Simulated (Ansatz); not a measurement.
PdI2. Charge 0, multiplicity 1. Geometry r2SCAN-D4/def2-TZVP, basis def2-TZVP, Ansatz.

```xyz
3

Pd   -1.904    0.410    0.922
I     2.278   -0.299   -0.024
I    -0.374   -0.111   -0.898
```

| run | HOMO (eV) | LUMO (eV) |
| --- | --- | --- |
| A | -7.46 | -2.95 |
| B | -5.30 | -4.46 |
| C | -6.26 | -3.85 |
| D | -5.41 | -4.75 |
| E | -5.15 | -4.48 |

In the def2 sets I, Pd take a core potential; there is no spin–orbit coupling. In the singlet, I2 and I3 lie 2.80 Å apart (atoms count from 1), so these atoms are partly bonded to each other. No other spin state of charge 0 was run. Another isomer (triplet) lies 0.84 eV lower at PBE0-D4/def2-TZVP; other spin states weren't run for this one.

Problem. The runs used CAM-B3LYP, LDA (SPW92), PBE, PBE0, r2SCAN. Estimate which is which.

Solution. A CAM-B3LYP (range-separated); B r2SCAN (0 % exact exchange); C PBE0 (25 % exact exchange); D LDA (SPW92) (0 % exact exchange); E PBE (0 % exact exchange). Exact exchange lowers occupied and raises empty levels; among semilocal functionals meta-GGAs tend to open the gap a little, and such runs are hard to tell apart. The gap grows from 0.65 eV (LDA (SPW92)) to 4.51 eV (CAM-B3LYP). The restricted singlet is unstable towards broken spin symmetry in Hartree–Fock (as tested in another run); at CAM-B3LYP-D4/def2-TZVP, r2SCAN-D4/def2-TZVP, PBE0-D4/def2-TZVP, LDA (SPW92)/def2-TZVP and others this wasn't settled.
